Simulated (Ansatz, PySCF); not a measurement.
Donor–acceptor adduct: BH3 (SMILES B) (first 4 atoms) with H2S (SMILES S); geometry from B3LYP-D3(BJ)/def2-TZVP, rigid monomers moved along the line of their centres of mass till B1···S5 is 1.83 Å.
(charge 0, multiplicity 1):
```xyz
7

B     -0.449    -0.325     0.670
H      0.406    -0.887     0.038
H     -1.248    -1.057     1.191
H     -0.879     0.690     0.202
S      0.522     0.168     2.135
H     -0.307     1.011     2.780
H      1.286     1.174     1.670
```

Interaction energies are E(AB) − E(A) − E(B) at the monomers' geometry in the complex; basis-set methods are counterpoise corrected.

Cores are frozen in the correlated methods. CBS(a, b) extrapolates the correlation energy as X⁻³ and adds the Hartree–Fock energy of set b.

Programs: Ansatz (a quantum-chemistry and plane-wave program) with Gaussian orbitals; PySCF for the dispersion terms. Each number belongs to the level named beside it.

PBE/def2-TZVPPD gives -24.90 kcal/mol for the interaction energy.

Q: Predict the shift from PBE, with its sign, for: PBE-D3(BJ)/def2-TZVPPD, r2SCAN/def2-TZVPPD, B3LYP/def2-TZVPPD, wB97M-V/def2-TZVPPD, MP2/CBS(aug-cc-pV(D+d)Z, aug-cc-pV(T+d)Z), CCSD(T)/CBS(aug-cc-pV(D+d)Z, aug-cc-pV(T+d)Z).

A: PBE-D3(BJ)/def2-TZVPPD -1.42; r2SCAN/def2-TZVPPD 1.01; B3LYP/def2-TZVPPD 8.39; wB97M-V/def2-TZVPPD 5.21; MP2/CBS(aug-cc-pV(D+d)Z, aug-cc-pV(T+d)Z) 5.17; CCSD(T)/CBS(aug-cc-pV(D+d)Z, aug-cc-pV(T+d)Z) 6.92 kcal/mol. 5 of 6 lie above PBE; the widest gap is to B3LYP/def2-TZVPPD.
